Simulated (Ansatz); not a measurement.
Gas-phase electronic energies from Ansatz, PBE0-D4/def2-TZVP geometries. CBS: MP2 limit from def2 TZ/QZ plus the TZ coupled-cluster correction, frozen cores. This one scheme is used for every species. Functionals use def2-TZVPP. HSE06 is defined as in plane-wave codes. For Br, Ti outer-core shells are correlated without core-valence functions, which leaves a few kJ/mol of doubt a bond. Scalar relativity is left out up to krypton. One conformer a species, not always the lowest.

Consider the ligand exchange at a Ti–S bond: `C[S][Ti]([F])([F])[Cl]` + HBr → `[F][Ti]([F])([Cl])[Br]` + CH₃SH.

`C[S][Ti]([F])([F])[Cl]`:

Z-matrix (Å, degrees):
```
C
Ti 1 3.068
S 1 1.821 2 46.5
H 1 1.090 2 74.6 3 142.1
H 1 1.089 2 98.4 3 -109.3
H 1 1.090 2 147.7 3 41.4
F 2 1.739 1 142.2 3 -8.1
F 2 1.750 1 84.5 3 -130.3
Cl 2 2.192 1 90.2 3 121.1
```

HBr:

Cartesian coordinates in Å:
```
Br -0.393 0.084 -0.585
H 0.393 -0.084 0.585
```

`[F][Ti]([F])([Cl])[Br]`:

Cartesian coordinates in Å:
```
F 0.973 -1.461 -0.413
Ti -0.041 -0.107 -0.033
F -1.638 -0.403 -0.636
Cl -0.114 0.164 2.117
Br 0.820 1.807 -1.034
```

CH₃SH:

Cartesian coordinates in Å:
```
C -0.240 -0.100 0.417
S -0.098 0.251 -1.349
H 0.276 -1.022 0.684
H -1.304 -0.228 0.616
H 0.129 0.728 1.020
H 1.238 0.370 -1.387
```

```
        level  ΔE (eV)
       PBE-D4    -0.45
      PBE0-D4    -0.49
       B2PLYP    -0.53
         BLYP    -0.54
      r2SCAN0    -0.54
        HSE06    -0.53
        BHLYP    -0.60
HF/def2-QZVPP    -0.72
```

(1) What does CCSD(T)/CBS give? (An estimate is asked.)

Largest T1 diagnostic among the species: 0.025, so the coupled-cluster value is less sure than usual.

## Answers

(1) Computed: -0.47 eV. The listed levels differ from it by 0.02, -0.02, -0.06, -0.07, -0.07, -0.06, -0.13, -0.25 eV.

The D4 term adds +0.07 eV with B3LYP and +0.04 eV with PBE0; it sums over pairs of atoms, weighted by their polarisabilities, and B3LYP, whose exchange is more repulsive, gets the larger term. In def2-TZVPP, CCSD(T) changes the Hartree–Fock value by +0.23 eV (the triples alone add +0.05 eV) and MP2 by +0.23 eV.

B3LYP here is the variant with VWN-RPA as its local correlation; programs differ in this.
